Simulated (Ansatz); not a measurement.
A run on C2H6AuN (`C[N](C)[Au]`) with other settings.

```yaml
crystal:
  periodic: [false, false, false]
  atoms:
    - {symbol: C, position_ang: [-0.204051, 0.969656, -0.619748]}
    - {symbol: N, position_ang: [-0.340546, -0.390205, -0.411840]}
    - {symbol: C, position_ang: [0.592280, -0.862209, 0.607042]}
    - {symbol: Au, position_ang: [-2.173230, -0.944339, -0.082357]}
    - {symbol: H, position_ang: [-0.883882, 1.366801, -1.409533]}
    - {symbol: H, position_ang: [-0.403973, 1.654851, 0.294919]}
    - {symbol: H, position_ang: [0.901822, 1.295028, -0.885576]}
    - {symbol: H, position_ang: [0.530257, -2.009401, 0.721376]}
    - {symbol: H, position_ang: [0.439214, -0.397725, 1.592122]}
    - {symbol: H, position_ang: [1.560151, -0.635025, 0.259949]}
basis:
  gaussian: {orbitals: x2c-TZVPPall}
total_charge: 1
magnetization: {spin_polarized: true, initial_magnetization: 1}
hamiltonian: {xc: {name: PBE-QIDH}}
```

```sh
$ ansatz run in.yaml --threads 4 --pin off --events-out ev --progress --plain --max-ram 10444MiB
```

It prints (some lines left out):

```
Functional definition: PBE-QIDH
1848 factors; integrals over basis functions are off by at most 9.0e-4 eV
mean field evaluation 1: about -521075.3066 eV, gradient 4.3e1 eV
mean field evaluation 2: about -521075.3313 eV, gradient 4.3e1 eV
mean field evaluation 4: about -521082.5200 eV, gradient 6.0e0 eV
mean field evaluation 8: about -521082.7897 eV, gradient 1.5e0 eV
mean field evaluation 16: about -521082.8633 eV, gradient 4.2e-2 eV
mean field evaluation 32: about -521082.8635 eV, gradient 2.5e-5 eV
mean field -521082.86345532 eV, -19149.4420293323 hartree, gradient 8.3e-6 eV, S^2 0.767284; 0 other end points of the search recorded, 0 dependent functions left out
26 core orbitals not correlated: weight in the atoms' cores, before any rotation towards them, 1.000 or more for the frozen orbitals, at most 0.000 for the correlated occupied ones
reference -521082.86346967 eV, -19149.4420298599 hartree; 26, 25 occupied and 222, 223 virtual orbitals, 1848 factors
second order -39.29362195 eV of doubles, -0.00000000 eV of singles
Total energy: -521095.96134366 eV, -19149.9233678507 hartree
Relativity: scalar
```

It took 27 s on 4 threads of an Arm Neoverse V1 on a shared host, with 1.3 GiB of host memory at the peak.
